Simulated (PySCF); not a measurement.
# ORD: `InChI=1S/C3H5FS.Al.3H/c4-3-1-2-5-3;;;;/h3H,1-2H2;;;;/t3-;;;;/m0..../s1`

Molfile (atoms numbered from 1):
```
C3H8AlFS
     RDKit          3D

 14 14  0  0  0  0  0  0  0  0999 V2000
   -0.3637    1.9460    0.9865 F   0  0  0  0  0  0  0  0  0  0  0  0
   -0.9058    1.1982    0.0122 C   0  0  2  0  0  0  0  0  0  0  0  0
   -1.3895   -0.1834    0.4331 C   0  0  0  0  0  0  0  0  0  0  0  0
   -0.7613   -0.9585   -0.7306 C   0  0  0  0  0  0  0  0  0  0  0  0
    0.3108    0.4666   -1.1947 S   0  0  0  0  0  0  0  0  0  0  0  0
    2.3123   -0.0682    0.1954 Al  0  0  0  0  0  4  0  0  0  0  0  0
   -1.6307    1.8129   -0.5454 H   0  0  0  0  0  0  0  0  0  0  0  0
   -2.4776   -0.2857    0.5556 H   0  0  0  0  0  0  0  0  0  0  0  0
   -0.8903   -0.4400    1.3781 H   0  0  0  0  0  0  0  0  0  0  0  0
   -1.4466   -1.1898   -1.5569 H   0  0  0  0  0  0  0  0  0  0  0  0
   -0.1806   -1.8516   -0.4632 H   0  0  0  0  0  0  0  0  0  0  0  0
    3.0053    1.3654    0.3068 H   0  0  0  0  0  0  0  0  0  0  0  0
    1.5443   -0.6793    1.4665 H   0  0  0  0  0  0  0  0  0  0  0  0
    2.8725   -1.1332   -0.8659 H   0  0  0  0  0  0  0  0  0  0  0  0
  1  2  1  0
  2  3  1  0
  3  4  1  0
  4  5  1  0
  5  6  1  1
  5  2  1  0
  2  7  1  6
  3  8  1  0
  3  9  1  0
  4 10  1  0
  4 11  1  0
  6 12  1  0
  6 13  1  0
  6 14  1  0
M  CHG  2   5   1   6  -1
M  END
```

Theory: PySCF, TDDFT CAM-B3LYP/def2-SVPD circular dichroism and optical rotation, one conformer, gas phase. Geometry: PBE0-D3(BJ)/def2-SVP.

Stereocentres: C2 S, S5 S.

Task: Give the optical rotatory dispersion at 633, 589.3, 546, 436, 405, 365, 355 nm.

Result: [α] in deg dm⁻¹ (g/mL)⁻¹:
```tsv
λ (nm)	origin-invariant length gauge	modified velocity gauge	length gauge (centre of mass)	isotropic polarisability (au)
633	+55.3	+59.9	+55.6	90.9
589.3	+64.5	+70.0	+64.9	91.3
546	+76.2	+82.9	+76.6	91.8
436	+126.7	+139.4	+127.3	94.2
405	+151.1	+167.1	+151.6	95.2
365	+196.1	+219.0	+196.5	97.1
355	+210.9	+236.5	+211.3	97.7
```

Task: And for the mirror image at 589.3 nm?

Result: -64.5 deg dm⁻¹ (g/mL)⁻¹ (origin-invariant length gauge): the same size and the opposite sign.

Task: What is the molar rotation [Φ] = [α]·M/100 of the geometry above at 589.3 nm?

Result: With M = 122.14 g/mol, +78.8 deg cm² dmol⁻¹ (origin-invariant length gauge).

The first excitation lies at 5.45 eV (227 nm) with R = +5.3 × 10⁻⁴⁰ esu² cm² (velocity form).
